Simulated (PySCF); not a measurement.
Al(H)(OMe)2 (C₂H₇AlO₂), SMILES C[O][AlH][O]C.

Coordinates come from a B3LYP-D3(BJ)/def2-SVP optimisation. The structure was generated by enumeration; whether it is a known compound was not checked. One conformer was computed; it need not be the lowest.

Method: IEF-PCM-PBE0/def2-SVP in PySCF 2.14.0.

The values are the electrostatic part of the solvation free energy, E(continuum) − E(gas) at the gas-phase geometry, in a cavity of scaled van der Waals radii (PySCF's table); cavitation and dispersion terms are not included. A continuum can't describe solvent molecules that bind to the metal. In vacuum the orbital gap is 7.93 eV. The dipole moment in vacuum is 1.99 D.

Computed values in water (ε = 78.36), chlorobenzene (ε = 5.70), acetone (ε = 20.49):
| solvent | ε | ΔG(elec) (kcal/mol) | dipole (D) | gap (eV) |
|---|---|---|---|---|
| water | 78.36 | -4.7 | 2.48 | 8.12 |
| chlorobenzene | 5.70 | -3.4 | 2.34 | 8.08 |
| acetone | 20.49 | -4.4 | 2.45 | 8.11 |
